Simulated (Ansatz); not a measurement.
Two members of one family (OsO3E), computed with Ansatz in the gas phase; def2 core potentials for Os, no spin–orbit coupling. The two geometries come from different levels. Binding counts from free atoms in the multiplicity of their measured ground term, without zero-point energy. Names give formal oxidation states. A dash marks a value that wasn't run or was left out as unsound. The structures are stationary points that may keep the symmetry of their start. Remarks come from the PBE and PBE0 runs and from stability tests at other levels; not every state was tested. A HOMO above zero means that the electron is unbound at that level and held by the basis, or that self-interaction error raises the level; the energy of removing that electron tells which. HOMO above LUMO (over both spins in singlets and doublets, within one spin in higher multiplets; at PBE or PBE0), or a gap under 0.15 eV within one spin, warns that the state may not be the lowest or that an electron is smeared out.

First: OsO3S (singlet, charge 0, r2SCAN-D4/def2-SVP geometry).

```xyz
5

Os   -0.022   -0.067    0.054
O    -1.615    0.184    0.626
O     0.057   -1.536   -0.821
O     1.070   -0.113    1.371
S     0.510    1.532   -1.230
```

| level | HOMO (eV) | LUMO (eV) | gap (eV) | vertical EA (eV) | binding per atom (eV) |
| --- | --- | --- | --- | --- | --- |
| PBE-D4/def2-SVP | -7.70 | -4.92 | 2.78 | – | 4.73 |
| PBE-D4/def2-TZVPD | -7.73 | -4.99 | 2.74 | 2.00 | 4.78 |
| BLYP-D4/def2-TZVP | -7.56 | -4.85 | 2.71 | – | 4.57 |
| PBE0-D4/def2-SVP | -9.01 | -4.55 | 4.46 | – | 3.94 |
| PBE0-D4/def2-TZVPD | -8.95 | -4.51 | 4.44 | 2.56 | 4.07 |

Metal–donor distances: 3 × O 1.71 Å, 1 × S 2.12 Å. Remarks: restricted SCF unstable in HF, HOMO above zero (-1 doublet), gap within one spin near zero at PBE or PBE0 (-1 doublet).

Second: OsO3(NH) (singlet, charge 0, PBE0-D4/def2-SVP geometry).

Cartesian coordinates in Å:
```
Os 0.0449 -0.1905 -0.4083
O 1.4976 -1.0743 -0.4617
O -1.2630 -1.2371 -0.7117
O 0.0827 1.0244 -1.5991
N -0.1401 0.5216 1.1343
H -0.2220 0.9558 2.0465
```

Q: Estimate the same table for the second.

A: 
```json
{"level": "PBE-D4/def2-SVP", "HOMO (eV)": "-7.70", "LUMO (eV)": "-3.89", "gap (eV)": "3.81", "vertical EA (eV)": "–", "binding per atom (eV)": "4.56"}
{"level": "PBE-D4/def2-TZVPD", "HOMO (eV)": "-7.81", "LUMO (eV)": "-4.07", "gap (eV)": "3.75", "vertical EA (eV)": "0.89", "binding per atom (eV)": "4.60"}
{"level": "BLYP-D4/def2-TZVP", "HOMO (eV)": "-7.66", "LUMO (eV)": "-3.92", "gap (eV)": "3.74", "vertical EA (eV)": "–", "binding per atom (eV)": "4.42"}
{"level": "PBE0-D4/def2-SVP", "HOMO (eV)": "-9.23", "LUMO (eV)": "-3.43", "gap (eV)": "5.80", "vertical EA (eV)": "–", "binding per atom (eV)": "3.90"}
{"level": "PBE0-D4/def2-TZVPD", "HOMO (eV)": "-9.25", "LUMO (eV)": "-3.50", "gap (eV)": "5.75", "vertical EA (eV)": "1.40", "binding per atom (eV)": "3.98"}
```

Metal–donor distances: 3 × O 1.70 Å, 1 × N 1.71 Å. Remarks: restricted SCF unstable in HF, HOMO above zero (-1 doublet), gap within one spin near zero at PBE or PBE0 (-1 doublet).
